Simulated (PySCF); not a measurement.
SMILES C[SiH2][SiH2]Br (CH₇BrSi₂) (GFN2-xTB optimised geometry):

```
11

C      1.284    -1.543    -0.486
Si     0.688     0.189     0.000
Si    -1.626     0.189     0.000
Br    -2.369     2.299     0.000
H      2.369    -1.591    -0.487
H      0.944    -1.822    -1.480
H      0.925    -2.299     0.208
H      1.228     1.171    -0.949
H      1.207     0.525     1.333
H     -2.295    -0.365     1.177
H     -2.301    -0.368    -1.173
```

Method: PySCF 2.14.0 with B3LYP/def2-TZVP.

Q: What are the frontier orbital energies and the dipole moment?

A: HOMO-2 -8.99 eV, HOMO-1 -7.87 eV, HOMO -7.59 eV, LUMO -1.03 eV, LUMO+1 -0.21 eV; dipole moment 2.68 D.

Meta-Löwdin charges at B3LYP/def2-TZVP: C1 -0.58, Si2 0.43, Si3 0.41, Br4 -0.29, H5 0.13, H6 0.13, H7 0.13, H8 -0.09, H9 -0.09, H10 -0.08, H11 -0.09.
